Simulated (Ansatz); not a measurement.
Species: HAlBr$_{2}$S, SMILES `[SH][Al]([Br])[Br]` (H–S–Al–Br torsion 180°) (charge 0, multiplicity 1).

Task: Give a relaxed geometry from r2SCAN-D4/def2-TZVP (Ansatz, a first-principles code).

Result: This is not unique; one that fits is the end point of this relaxation, one of several conformers (outside a Z-matrix the atoms follow the SMILES, hydrogens last).
Z-matrix (Å, degrees):
```
Al
S 1 2.1633
H 2 1.3464 1 92.23
Br 1 2.2368 2 118.41 3 -180.00
Br 1 2.2417 2 121.16 3 0.00
```
